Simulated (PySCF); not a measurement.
SeO2: adding exact exchange

Base calculation in PySCF with density fitting and no spin–orbit coupling, PBE/def2-TZVP (no relativity): singlet, C2v, Se–O 1.632 Å (×2); O–Se–O 114.0°; wavenumbers 353, 919, 958 cm⁻¹; dipole moment 2.63 D, gap between the highest occupied and lowest empty levels 2.59 eV, polar-tensor charge of Se 0.97 e, atomisation energy (no zero-point energy) 971 kJ/mol.

Task: What changes on going to PBE0/def2-TZVP (no relativity)?

Result: The point group stays the same. Changes: mean bond to Se -0.033 Å, smallest bond angle -0.2 degrees, highest wavenumber +93 cm⁻¹, lowest wavenumber +32 cm⁻¹, dipole moment +0.17 D, gap between the highest occupied and lowest empty levels +2.50 eV, polar-tensor charge of Se +0.13 e, atomisation energy (no zero-point energy) -141 kJ/mol. The new structure has Se–O 1.599 Å (×2); O–Se–O 113.8°, with wavenumbers 385, 1011, 1051 cm⁻¹. Exact exchange shortens and stiffens the bonds and opens the gap, the usual pattern.

Only the bonding shown was studied: isomers, or loss of a ligand pair, can lie lower.
